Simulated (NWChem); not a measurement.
**Total energies of C2H2N2O**

SMILES: n1ncoc1
```xyz
7

C      1.0562     0.0000    -0.2714
N      0.6974     0.0000     0.9792
N     -0.6974     0.0000     0.9792
C     -1.0562     0.0000    -0.2714
O      0.0000     0.0000    -1.1327
H      2.0667     0.0000    -0.6954
H     -2.0667     0.0000    -0.6954
```
Charge 0, spin multiplicity 1.

The numbers come from NWChem runs, not from measurements. Structure: optimised with PBE/def2-SVP, a minimum by its harmonic frequencies.

Basis set: cc-pVDZ (80 functions).

```
method   total energy (Ha)  relative cost
-------  -----------------  -------------
RHF             -260.62940              1
MP2             -261.39446              3
B2PLYP          -261.87324              3
PBE             -261.83210        under 3
B3LYP           -262.11313        under 3
PBE0            -261.82911        under 3
CCSD(T)         -261.44145             70
```

Total energies of different functionals aren't comparable as a measure of quality: only differences taken within one method are. The cost column gives rough processor time relative to RHF; each entry includes its own SCF.

The correlated methods keep 5 core orbitals frozen. B3LYP has NWChem's definition, with VWN1-RPA local correlation. The structure started from a generated list of species. No row is a measurement; the coupled-cluster row has its own basis-set and correlation limits.
